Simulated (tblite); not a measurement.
C5H11O2Si (doublet state).
SMILES with atom numbers: `[CH3:1][CH2:2]/[C:3](=[CH:4]\[O:5][CH3:6])[O:7][SiH2:8]` (hydrogens: H9, H10, H11 on C1; H12, H13 on C2; H14 on C4; H15, H16, H17 on C6; H18, H19 on Si8)
Bond orders are those of one Lewis drawing.

Computed with GFN2-xTB (tblite), gas phase: L-BFGS steps from a force-field or distance-geometry start until the largest atomic force falls under 0.01 eV/Å.

Step 25: E = -711.2616 eV
```
atom  x, y, z in Å  |  force x, y, z in eV/Å
C1      1.7892    1.5931    0.6857   -0.027  -0.005  -0.008
C2      0.6007    1.4976   -0.2840    0.046   0.049  -0.028
C3      0.2802    0.0566   -0.5608    0.059   0.044   0.053
C4     -0.8995   -0.5098   -0.3157    0.073  -0.009  -0.070
O5     -1.9748    0.2099    0.1468    0.022  -0.111  -0.007
C6     -3.1678   -0.5228    0.2619   -0.034  -0.008   0.022
O7      1.3346   -0.6630   -1.0065   -0.032  -0.020   0.038
Si8     1.9015   -2.1608   -0.7119   -0.003  -0.043  -0.037
H9      1.8340    0.6973    1.2999   -0.006   0.045   0.118
H10     1.7117    2.4582    1.3381   -0.077   0.031  -0.030
H11     2.7262    1.6694    0.1399   -0.004  -0.062  -0.023
H12     0.8676    1.9983   -1.2141   -0.039   0.050  -0.113
H13    -0.2992    1.9670    0.1109    0.053  -0.019   0.102
H14    -1.0403   -1.5696   -0.4896   -0.073   0.008  -0.016
H15    -3.8509    0.1153    0.8173   -0.085  -0.003   0.027
H16    -3.0168   -1.4600    0.8115   -0.006   0.050  -0.015
H17    -3.6089   -0.7536   -0.7172    0.099   0.024   0.023
H18     1.4832   -2.6800    0.5860   -0.004   0.022  -0.022
H19     3.3194   -1.9338   -0.9057    0.038  -0.042  -0.015
```

Step 26: E = -711.2648 eV
```
atom  x, y, z in Å  |  force x, y, z in eV/Å
C1      1.7894    1.5940    0.6886   -0.039   0.012  -0.048
C2      0.6018    1.5012   -0.2835    0.022   0.020  -0.034
C3      0.2810    0.0589   -0.5603    0.037   0.039   0.041
C4     -0.8999   -0.5064   -0.3168    0.065  -0.011  -0.046
O5     -1.9760    0.2099    0.1490    0.034  -0.067  -0.004
C6     -3.1681   -0.5239    0.2614   -0.037   0.004   0.033
O7      1.3331   -0.6634   -1.0089   -0.016  -0.043   0.056
Si8     1.8994   -2.1638   -0.7192    0.041  -0.013   0.005
H9      1.8303    0.7018    1.3104   -0.013   0.085   0.081
H10     1.7157    2.4665    1.3316   -0.072   0.017  -0.017
H11     2.7247    1.6640    0.1388    0.009  -0.079  -0.001
H12     0.8673    2.0041   -1.2152   -0.043   0.017  -0.047
H13    -0.2997    1.9687    0.1130    0.083  -0.030   0.084
H14    -1.0454   -1.5659   -0.4864   -0.040  -0.009  -0.035
H15    -3.8547    0.1110    0.8150   -0.088   0.026   0.038
H16    -3.0197   -1.4598    0.8109    0.017   0.008   0.011
H17    -3.6068   -0.7558   -0.7166    0.083   0.019  -0.030
H18     1.4943   -2.6872    0.5838   -0.016   0.039  -0.062
H19     3.3233   -1.9448   -0.9029   -0.025  -0.034  -0.026
```

Step 27: E = -711.2674 eV
```
atom  x, y, z in Å  |  force x, y, z in eV/Å
C1      1.7892    1.5946    0.6899   -0.024   0.032  -0.056
C2      0.6033    1.5041   -0.2842   -0.002  -0.016  -0.028
C3      0.2827    0.0609   -0.5590    0.004   0.009   0.015
C4     -0.8991   -0.5046   -0.3188    0.028  -0.012  -0.013
O5     -1.9760    0.2084    0.1504    0.032  -0.006   0.011
C6     -3.1688   -0.5243    0.2618   -0.024   0.015   0.030
O7      1.3326   -0.6643   -1.0090    0.009  -0.046   0.056
Si8     1.8987   -2.1663   -0.7242    0.060   0.006   0.033
H9      1.8277    0.7061    1.3193   -0.026   0.114   0.040
H10     1.7160    2.4722    1.3267   -0.055   0.006  -0.020
H11     2.7239    1.6589    0.1379    0.014  -0.082   0.022
H12     0.8658    2.0085   -1.2180   -0.044  -0.008   0.014
H13    -0.2981    1.9693    0.1168    0.088  -0.031   0.060
H14    -1.0499   -1.5638   -0.4851    0.000  -0.016  -0.051
H15    -3.8590    0.1083    0.8141   -0.064   0.036   0.030
H16    -3.0216   -1.4593    0.8107    0.026  -0.029   0.035
H17    -3.6035   -0.7567   -0.7164    0.058   0.012  -0.064
H18     1.5004   -2.6908    0.5818   -0.023   0.043  -0.081
H19     3.3258   -1.9521   -0.9021   -0.056  -0.029  -0.034
```

Step 28: E = -711.2702 eV
```
atom  x, y, z in Å  |  force x, y, z in eV/Å
C1      1.7893    1.5961    0.6900    0.007   0.047  -0.037
C2      0.6052    1.5077   -0.2853   -0.020  -0.050  -0.011
C3      0.2843    0.0635   -0.5553   -0.031  -0.032  -0.012
C4     -0.8983   -0.5027   -0.3195   -0.024  -0.013   0.023
O5     -1.9774    0.2076    0.1496    0.015   0.050   0.032
C6     -3.1709   -0.5252    0.2616   -0.004   0.020   0.018
O7      1.3331   -0.6648   -1.0021    0.036  -0.034   0.042
Si8     1.8990   -2.1687   -0.7288    0.050   0.013   0.046
H9      1.8222    0.7140    1.3307   -0.041   0.134  -0.002
H10     1.7181    2.4801    1.3193   -0.028  -0.004  -0.038
H11     2.7248    1.6480    0.1374    0.011  -0.072   0.046
H12     0.8647    2.0118   -1.2215   -0.042  -0.026   0.060
H13    -0.2934    1.9727    0.1214    0.068  -0.028   0.036
H14    -1.0536   -1.5622   -0.4809    0.042  -0.017  -0.064
H15    -3.8661    0.1045    0.8129   -0.020   0.034   0.008
H16    -3.0227   -1.4594    0.8101    0.028  -0.047   0.049
H17    -3.6009   -0.7590   -0.7177    0.035   0.009  -0.075
H18     1.5065   -2.6985    0.5768   -0.030   0.039  -0.080
H19     3.3262   -1.9561   -0.9064   -0.053  -0.023  -0.040
```

Question: Estimate the geometry and energy of step 29. (The exact step hangs on the optimiser's Hessian estimate; all steps are aligned on step 28, rigid shifts and turns removed.)

Answer: E = -711.2734 eV, largest force 0.145 eV/Å
```
atom  x, y, z in Å  |  force x, y, z in eV/Å
C1      1.7902    1.5991    0.6894    0.035   0.047  -0.008
C2      0.6076    1.5117   -0.2864   -0.028  -0.071   0.017
C3      0.2851    0.0666   -0.5491   -0.056  -0.069  -0.028
C4     -0.8986   -0.5000   -0.3177   -0.069  -0.013   0.053
O5     -1.9812    0.2085    0.1469   -0.015   0.085   0.054
C6     -3.1744   -0.5268    0.2603    0.013   0.015   0.001
O7      1.3349   -0.6647   -0.9871    0.049  -0.004   0.017
Si8     1.9000   -2.1710   -0.7337    0.018   0.000   0.037
H9      1.8123    0.7276    1.3460   -0.053   0.132  -0.029
H10     1.7239    2.4920    1.3073    0.003   0.000  -0.061
H11     2.7274    1.6291    0.1378    0.007  -0.049   0.061
H12     0.8642    2.0144   -1.2246   -0.034  -0.038   0.079
H13    -0.2856    1.9796    0.1265    0.021  -0.024   0.016
H14    -1.0564   -1.5602   -0.4726    0.078  -0.017  -0.076
H15    -3.8765    0.0987    0.8105    0.036   0.025  -0.021
H16    -3.0230   -1.4607    0.8090    0.027  -0.040   0.050
H17    -3.5992   -0.7635   -0.7208    0.021   0.011  -0.063
H18     1.5151   -2.7128    0.5673   -0.040   0.024  -0.052
H19     3.3244   -1.9583   -0.9165   -0.014  -0.014  -0.047
```

The energy changes by -0.0032 eV. The first-order estimate −F·Δx gives -0.0043 eV and the mean of the old and new forces, exact on a quadratic surface, -0.0032 eV. The step makes an angle of 74° with the force vector and moves no atom by more than 0.023 Å.

What follows is the cost of the whole relaxation. Hardware: an Arm Neoverse V1 with one thread, on a shared host. Cost: 1.1 s wall.
